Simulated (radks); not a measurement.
Calculated with a radial shooting solver on a logarithmic mesh with Libxc functionals: scalar-relativistic Kohn-Sham, LB94 model potential, spin-polarised, spherical densities, finite nucleus; open shells are filled with parallel spins first; Fermi nuclear charge, rms radius of each element as measured or else 0.836 A^(1/3) + 0.57 fm. Response by self-consistent Sternheimer equations with the Hartree and adiabatic LDA kernel, the relativistic mass of each level held fixed and spin-orbit coupling left out. Rank Ca5+, Ca, Ca2+, Ca3+, Ca+, Ca4+, Ca6+ (NIST ground configurations) by static dipole polarisability, largest first.

Answer. Ca 121.0, Ca+ 58.19, Ca2+ 3.392, Ca3+ 2.580, Ca4+ 2.045, Ca5+ 1.682, Ca6+ 1.416 bohr^3.
